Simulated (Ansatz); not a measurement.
Mg₂Br₂⁺, relaxed as a doublet with UKS r2SCAN-D4/def2-SVP in Ansatz, starting from the GFN1-xTB geometry. Force threshold 0.02 eV/Å.

The structure comes from a short search, and lower isomers may exist.

Start:

```xyz
4

Mg   -0.0121   -1.8429   -0.1922
Mg   -1.3717    0.6592   -0.6594
Br    1.1775    0.6760   -0.8792
Br    0.2062    0.5077    1.7307
```

| step | energy (eV) | largest force component (eV/Å) | SCF passes |
| --- | --- | --- | --- |
| 1 | -150953.4354 | 1.328 | 80 |
| 2 | -150954.4500 | 1.499 | 46 |
| 3 | -150955.3081 | 1.180 | 36 |
| 4 | -150955.7944 | 0.649 | 38 |
| 5 | -150956.0979 | 0.315 | 37 |
| 6 | -150956.3115 | 0.359 | 37 |
| 7 | -150956.4783 | 0.357 | 36 |
| 8 | -150956.5511 | 0.087 | 34 |
| 9 | -150956.5539 | 0.036 | 33 |
| 10 (rejected) | -150956.5538 | 0.042 | 32 |
| 11 | -150956.5543 | 0.006 | 31 |

Force components are those of the run's own axes.

End:

Cartesian coordinates in Å:
```
Mg 0.883 -1.446 0.262
Mg -0.888 1.444 -0.264
Br 0.744 0.144 -1.708
Br -0.739 -0.142 1.710
```

Bonds lost: Br3–Br4 (atoms count from 1). Metal–metal contacts that move far: Mg1–Mg2 2.89 to 3.43 Å.

No frequencies were taken in this run, so the end may be a saddle point.

Run time 26 s (4 threads of Intel Xeon 6975P-C on a shared host).
